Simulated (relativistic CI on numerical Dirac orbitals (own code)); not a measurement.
## Zr+: resonant inelastic scattering at the M2,3 edge

Computed with this model: Dirac-Coulomb-Breit CI, orbitals from a KLI potential per configuration, model QED (radiative potential, 1s self-energy scaled to tabulated hydrogen-like ionisation energies), valence Slater integrals scaled by 0.7, Kramers-Heisenberg scattering through one core-hole configuration in a parametric crystal field; configurations [Kr] 4d3 → [Ne] 3s2 3p5 3d10 4s2 4p6 4d4; 300 K; core-hole width 1.2 eV; summed over polarisations. Incident energies are the highest absorption maxima for each field (at most a few, so the weaker spin-orbit partner edge can be absent), on the computed scale of the free ion. Intensities are in per cent of the strongest line above 0.02 eV; levels within 1 cm⁻¹ are merged; final levels count from the ground level, the first row holds all elastic scattering, lines under 0.4 are left out and each table stops after 24 rows. The scale of the Slater integrals is a model choice and moves the terms in proportion. The configuration is assumed, with all valence electrons in the open shell; the free ion's ground configuration is another.

Field parameters in Wybourne normalisation: Oh B⁴₀ = 21Dq, B⁴₄ = √(5/14) B⁴₀. The field is a parameter set, without covalency.

S is read from ⟨S²⟩ = S(S + 1).

Oh, 10Dq = 3450 cm⁻¹:

| Final level (eV) | Degeneracy | Irrep | S | 333.9 eV | 347.9 eV |
| --- | --- | --- | --- | --- | --- |
| 0.000 | 4 | Γ8 | 1.50 | 3876.1 | 493.0 |
| 0.418 | 2 | Γ7 | 1.50 | 30.2 | 8.5 |
| 0.425 | 4 | Γ8 | 1.50 | 86.4 | 35.2 |
| 0.433 | 4 | Γ8 | 1.50 | 52.5 | 21.5 |
| 0.439 | 2 | Γ6 | 1.50 | 23.8 | 10.0 |
| 0.698 | 2 | Γ7 | 1.50 | 12.8 | 10.9 |
| 0.704 | 4 | Γ8 | 1.49 | 25.2 | 16.7 |
| 0.732 | 4 | Γ8 | 1.48 | 62.6 | 6.2 |
| 0.751 | 2 | Γ6 | 1.49 | 50.3 | 1.7 |
| 0.892 | 4 | Γ8 | 0.51 | 37.2 | 34.0 |
| 0.940 | 4 | Γ8 | 0.54 | 53.7 | 38.5 |
| 0.949 | 2 | Γ6 | 0.51 | 40.3 | 31.6 |
| 1.198 | 4 | Γ8 | 0.51 | 100.0 | 53.3 |
| 1.201 | 2 | Γ7 | 0.51 | 33.4 | 17.1 |
| 1.205 | 2 | Γ6 | 0.55 | 5.2 | 1.0 |
| 1.284 | 2 | Γ6 | 1.42 | 46.6 | 1.6 |
| 1.286 | 4 | Γ8 | 1.41 | 51.2 | 4.7 |
| 1.321 | 4 | Γ8 | 1.43 | 20.5 | 18.2 |
| 1.321 | 2 | Γ7 | 1.40 | 16.8 | 18.1 |
| 1.341 | 4 | Γ8 | 0.62 | 21.1 | 15.4 |
| 1.349 | 2 | Γ7 | 0.68 | 20.4 | 17.4 |
| 1.367 | 2 | Γ6 | 0.59 | 5.8 | 3.6 |
| 1.412 | 4 | Γ8 | 0.62 | 11.4 | 9.5 |
| 1.497 | 4 | Γ8 | 0.52 | 1.2 | 1.5 |

Oh, 10Dq = 7750 cm⁻¹:

```csv
Final level (eV),Degeneracy,Irrep,S,333.7 eV,347.5 eV
0.000,4,Γ8,1.50,2090.3,284.8
0.899,4,Γ8,0.82,6.6,33.1
0.949,2,Γ7,1.50,45.5,10.3
0.950,4,Γ8,1.05,26.9,33.2
0.950,2,Γ6,1.12,8.5,23.7
0.964,4,Γ8,1.20,90.8,21.1
0.995,4,Γ8,1.22,100.0,7.3
0.996,2,Γ6,1.05,49.8,4.9
1.356,4,Γ8,0.69,34.9,36.7
1.360,2,Γ7,0.89,19.0,30.0
1.422,4,Γ8,1.42,35.8,14.8
1.430,2,Γ6,1.49,54.1,1.2
1.430,4,Γ8,1.47,70.1,4.8
1.435,2,Γ7,1.25,22.5,2.5
1.732,2,Γ6,0.52,1.2,0.1
1.873,2,Γ7,0.50,3.2,2.7
1.879,4,Γ8,0.50,6.7,4.0
1.894,2,Γ6,0.51,1.0,0.7
1.921,4,Γ8,0.52,1.8,1.2
2.187,4,Γ8,1.25,7.0,4.1
2.194,2,Γ6,1.27,6.6,1.3
2.207,2,Γ7,1.50,2.1,3.2
2.211,4,Γ8,1.48,3.5,5.3
2.248,2,Γ6,0.86,6.8,2.6
```

Oh, 10Dq = 12100 cm⁻¹:

| Final level (eV) | Degeneracy | Irrep | S | 333.8 eV | 347.6 eV |
| --- | --- | --- | --- | --- | --- |
| 0.000 | 4 | Γ8 | 1.50 | 1685.0 | 290.4 |
| 0.935 | 4 | Γ8 | 0.51 | 9.4 | 18.7 |
| 0.976 | 4 | Γ8 | 0.50 | 21.7 | 18.8 |
| 0.985 | 2 | Γ6 | 0.50 | 17.6 | 17.8 |
| 1.442 | 4 | Γ8 | 0.67 | 74.6 | 43.1 |
| 1.459 | 2 | Γ7 | 0.73 | 36.4 | 24.4 |
| 1.494 | 2 | Γ7 | 1.37 | 46.3 | 10.1 |
| 1.503 | 4 | Γ8 | 1.41 | 95.3 | 24.0 |
| 1.511 | 4 | Γ8 | 1.49 | 100.0 | 17.0 |
| 1.511 | 2 | Γ6 | 1.50 | 50.4 | 11.5 |
| 2.014 | 2 | Γ6 | 1.49 | 54.3 | 1.6 |
| 2.016 | 2 | Γ7 | 1.50 | 17.7 | 12.8 |
| 2.017 | 4 | Γ8 | 1.50 | 33.4 | 25.7 |
| 2.018 | 4 | Γ8 | 1.50 | 70.0 | 7.8 |
| 2.270 | 2 | Γ6 | 0.52 | 0.6 | 0.1 |
| 2.424 | 2 | Γ7 | 0.50 | 1.5 | 1.3 |
| 2.429 | 4 | Γ8 | 0.50 | 3.9 | 3.2 |
| 2.435 | 2 | Γ6 | 0.50 | 0.8 | 0.8 |
| 2.460 | 4 | Γ8 | 0.50 | 1.4 | 1.0 |
| 2.807 | 2 | Γ6 | 0.50 | 2.5 | 2.2 |
| 2.812 | 4 | Γ8 | 0.51 | 4.2 | 4.1 |
| 3.127 | 2 | Γ7 | 0.58 | 1.5 | 1.9 |
| 3.145 | 4 | Γ8 | 0.56 | 1.7 | 2.1 |
| 3.225 | 4 | Γ8 | 1.47 | 1.3 | 1.7 |

For the first field the strongest loss at the lowest incident energy is the level at 1.20 eV (S = 0.51, against 1.50 in the thermal ground state). Levels of other spin, the first over 8 % at 0.89 eV, appear because spin-orbit coupling of the core hole, and in heavier ions of the valence shell too, mixes spins.
